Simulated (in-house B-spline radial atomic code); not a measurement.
## RPA and G0W0 on LDA exchange-only: Bi VI (Bi5+)

Configuration [Xe] 4f14 5d10, mean-field start LDA exchange-only. Computed with an all-electron radial atomic-structure program (B-spline basis): all electrons, scalar-relativistic (spin-free one-electron X2C), finite nucleus, each spin shell either full or empty, empty states to l = 9 with an (l + 1/2)⁻⁴ tail; G0W0 by contour deformation at full frequency.

Without the two-electron picture change, the correlation of inner shells comes somewhat too large for so heavy an element.

Command:
```bash
python run_gw.py task.json out
```
Settings (radii: box in bohr, nucleus in fm):
```
Z                        83
electrons                78
configuration            [Xe] 4f14 5d10
hamiltonian              x2c
method                   lda,
lmax                     9
rms_radius               5.5211
spin_polarised           False
box_radius               10.43
intervals                66
```

Cost of the run: 6.3 s on 1 thread of Intel(R) Xeon(R) Platinum 8259CL CPU @ 2.50GHz, with other jobs on the host.

Energies (hartree):

```json
{"term": "mean-field total", "value": "-21508.72971"}
{"term": "Hartree-Fock functional on these orbitals", "value": "-21524.08703"}
{"term": "direct second order", "value": "-8.0246"}
{"term": "second-order exchange", "value": "1.9839"}
{"term": "SOSEX correction", "value": "1.8791"}
```

(1) What is the RPA correlation energy, and what remains with SOSEX?

Quasi-particle levels (eV):

```
level  occupied  mean field  Σx - vxc     Σc  QP weight    G0W0
   5d       yes      -78.99    -10.98      ?          ?       ?
   6s        no      -61.20      7.04  -2.60      0.971  -56.77
```

G0W0 = mean field + (Σx - vxc) + Σc, with Σc (partial-wave tail included) taken at the quasi-particle energy. Only the outer levels were computed. Levels of low weight are left out.

(2) Where does G0W0 put 5d?

Answers

(1) RPA gives -7.111 hartree (-2.48 eV per electron); RPA + SOSEX gives -5.232, and the second-order doubles -6.0407 hartree (no singles). RPA lacks exchange-type terms and so overcorrelates at short range.

(2) At -90.07 eV, with Σc = -0.10 eV and a quasi-particle weight of 0.942. The tabulated removal energy is 88.4 ± 0.7 eV (NIST, semi-empirical); the calculation leaves out spin-orbit coupling, Breit and QED terms, and what these don't explain is the method's own error.
